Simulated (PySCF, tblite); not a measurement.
Compound: C5H6FNS.
Bonds: C1–C2, C2–C3, C3–S4 (aromatic), S4–N5 (aromatic), N5–C6 (aromatic), C6–C7 (aromatic), C7–F8, C3–C7 (aromatic). Hydrogens: H9, H10, H11 on C1; H12, H13 on C2; H14 on C6.

Computed with GFN2-xTB (tblite), gas phase: Langevin dynamics at 600 K from the optimised GFN2-xTB geometry, time step 0.5 fs, friction 0.01 fs⁻¹, 2000 steps. Over the second half of the run the saved frames average 599 K.

Frame at 250 fs, instantaneous temperature 849 K:
```
atom  x, y, z in Å
C1     -1.934   -0.860   -0.423
C2     -1.035    0.263    0.096
C3      0.376   -0.232    0.290
S4      0.803   -1.792   -0.336
N5      2.388   -1.787   -0.026
C6      2.631   -0.681    0.474
C7      1.528    0.311    0.738
F8      1.758    1.466    1.312
H9     -1.528   -1.090   -1.410
H10    -3.002   -0.529   -0.314
H11    -1.961   -1.731    0.325
H12    -1.470    0.646    1.043
H13    -1.018    1.069   -0.634
H14     3.598   -0.460    0.959
```

Frame at 425 fs, instantaneous temperature 597 K:
```
atom  x, y, z in Å
C1     -1.530   -0.599   -1.104
C2     -0.924   -0.134    0.274
C3      0.555   -0.462    0.371
S4      1.064   -2.142   -0.173
N5      2.614   -2.089    0.531
C6      2.713   -0.953    1.274
C7      1.638   -0.022    1.135
F8      1.478    1.322    1.449
H9     -0.868   -1.395   -1.395
H10    -1.404    0.349   -1.655
H11    -2.558   -0.980   -0.833
H12    -1.427   -0.587    1.122
H13    -1.129    0.914    0.516
H14     3.621   -0.683    1.758
```

Frame at 625 fs, instantaneous temperature 601 K:
```
atom  x, y, z in Å
C1     -1.512   -0.432   -0.424
C2     -0.461    0.294    0.361
C3      0.761   -0.367    0.555
S4      1.261   -1.984    0.064
N5      2.615   -2.007    0.991
C6      2.886   -0.886    1.408
C7      1.902    0.125    1.176
F8      1.940    1.391    1.639
H9     -1.551   -1.482   -0.221
H10    -1.697   -0.253   -1.512
H11    -2.615   -0.081   -0.022
H12    -0.833    0.618    1.352
H13    -0.234    1.293   -0.033
H14     3.818   -0.697    1.975
```

Frame at 800 fs, instantaneous temperature 794 K:
```
atom  x, y, z in Å
C1     -1.407   -0.670    0.140
C2     -0.284    0.191    0.706
C3      1.033   -0.404    0.744
S4      1.466   -2.084    0.491
N5      3.042   -1.897    0.836
C6      3.312   -0.679    1.089
C7      2.206    0.227    1.232
F8      2.346    1.557    1.516
H9     -1.594   -1.444    0.932
H10    -0.794   -1.227   -0.619
H11    -2.279   -0.233   -0.249
H12    -0.643    0.604    1.740
H13    -0.353    1.177    0.164
H14     4.305   -0.559    1.437
```

Frame at 1000 fs, instantaneous temperature 451 K:
```
atom  x, y, z in Å
C1     -1.385   -0.445    0.788
C2     -0.179   -0.092    1.817
C3      1.149   -0.598    1.322
S4      1.381   -2.044    0.445
N5      3.018   -1.863    0.327
C6      3.367   -0.697    0.756
C7      2.330    0.042    1.397
F8      2.283    1.330    2.051
H9     -1.605   -1.506    0.893
H10    -1.082   -0.299   -0.161
H11    -2.258    0.172    1.022
H12    -0.390   -0.522    2.691
H13    -0.093    0.980    1.667
H14     4.413   -0.478    0.928
```

Question: What do single points at PBE0/pcSseg-1 (PySCF, gas phase) give on these frames?

Answer: 
```tsv
t (fs)	GFN2-xTB E above start (eV)	DFT E above lowest frame (eV)	HOMO (eV)	LUMO (eV)	dipole (D)
250	0.86	0.00	-7.13	-0.66	2.46
425	1.30	0.48	-7.44	-1.71	2.31
625	1.06	0.18	-7.06	-0.99	2.26
800	0.85	0.07	-7.33	-1.18	2.14
1000	0.99	0.26	-7.61	-1.12	1.94
```

The two levels order the frames alike by energy but for pairs within 0.08 eV at one level; measured from each level's lowest frame they differ by 0.12 eV at most. The HOMO–LUMO gap runs from 5.73 to 6.49 eV. These are instantaneous structures, not minima.

Question: And the isotropic GIAO shieldings (ppm) from the same runs?

Answer: 
| atom | 250 fs | 425 fs | 625 fs | 800 fs | 1000 fs | mean | range |
| --- | --- | --- | --- | --- | --- | --- | --- |
| C1 | 165.5 | 163.6 | 170.8 | 170.4 | 169.4 | 167.9 | 7.2 |
| C2 | 162.3 | 156.5 | 170.3 | 162.3 | 167.4 | 163.8 | 13.8 |
| C3 | 39.1 | -17.1 | 19.2 | 18.3 | 21.4 | 16.2 | 56.2 |
| S4 | 141.5 | -10.9 | 147.4 | 149.3 | 150.1 | 115.5 | 161.0 |
| N5 | -25.6 | -126.2 | -35.6 | -46.0 | -64.4 | -59.6 | 100.6 |
| C6 | 33.5 | 27.0 | 45.5 | 37.6 | 41.4 | 37.0 | 18.5 |
| C7 | 22.2 | 14.5 | 22.7 | 14.9 | 15.5 | 18.0 | 8.2 |
| F8 | 328.9 | 309.9 | 321.7 | 313.5 | 293.9 | 313.6 | 35.0 |
| H9 | 29.2 | 30.2 | 30.5 | 29.2 | 30.2 | 29.9 | 1.3 |
| H10 | 28.9 | 28.2 | 29.1 | 29.4 | 32.8 | 29.7 | 4.6 |
| H11 | 28.6 | 28.4 | 27.5 | 30.6 | 30.2 | 29.1 | 3.1 |
| H12 | 28.3 | 29.0 | 28.1 | 27.0 | 31.1 | 28.7 | 4.1 |
| H13 | 29.0 | 28.3 | 28.0 | 27.5 | 28.0 | 28.2 | 1.5 |
| H14 | 23.7 | 23.1 | 23.3 | 23.8 | 23.5 | 23.5 | 0.7 |

What follows is the cost of the whole dynamics run. Hardware: one thread, Intel Xeon Platinum 8375C at 2.90 GHz (x86_64), shared host with 128 logical CPUs at a one-minute load of 15. Cost: 13 s wall, 0.18 GiB resident at most.
